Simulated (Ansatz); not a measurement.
`FC(I)[SiH2]Cl` and `FC(I)O[SiH3]` differ in one atom or group.

Ansatz, PBE0-D4/def2-TZVP geometries, multiplicity 1. Each molecule was computed in one conformer, which needn't be the lowest.

Elements past krypton have def2 core potentials.  Spin–orbit coupling is left out; it splits and shifts lone-pair levels of the heavy atoms by tenths of an eV.

```csv
property,`FC(I)[SiH2]Cl`
HOMO–LUMO gap (PBE/def2-TZVPP) / eV,4.15
HOMO energy (B3LYP/def2-TZVPP) / eV,-7.37
HOMO–LUMO gap (PBE0/def2-TZVPP) / eV,6.20
HOMO–LUMO gap (B3LYP/def2-TZVPP) / eV,5.73
size of the dipole moment (ωB97M-V/def2-TZVPP) / D,0.85
HOMO energy (PBE0/def2-TZVPP) / eV,-7.60
```

What does the change do to each property? (Best estimate.)

Computed: 
```json
{"property": "HOMO–LUMO gap (PBE/def2-TZVPP) / eV", "`FC(I)O[SiH3]`": "4.25", "shift": "0.10"}
{"property": "HOMO energy (B3LYP/def2-TZVPP) / eV", "`FC(I)O[SiH3]`": "-7.31", "shift": "0.06"}
{"property": "HOMO–LUMO gap (PBE0/def2-TZVPP) / eV", "`FC(I)O[SiH3]`": "6.32", "shift": "0.12"}
{"property": "HOMO–LUMO gap (B3LYP/def2-TZVPP) / eV", "`FC(I)O[SiH3]`": "5.81", "shift": "0.08"}
{"property": "size of the dipole moment (ωB97M-V/def2-TZVPP) / D", "`FC(I)O[SiH3]`": "1.39", "shift": "0.54"}
{"property": "HOMO energy (PBE0/def2-TZVPP) / eV", "`FC(I)O[SiH3]`": "-7.55", "shift": "0.05"}
```

With PBE0 the HOMO rises by 0.05 eV and the LUMO rises by 0.18 eV, so the gap widens by about 0.13 eV. PBE moves the HOMO by 0.07 eV and ωB97M-V by 0.01 eV. The zero-point energy changes by 30.1 kJ/mol with +3 modes. Dipoles are sizes alone; their direction can turn.

B3LYP here is the variant with VWN-RPA as its local correlation; programs differ in this.
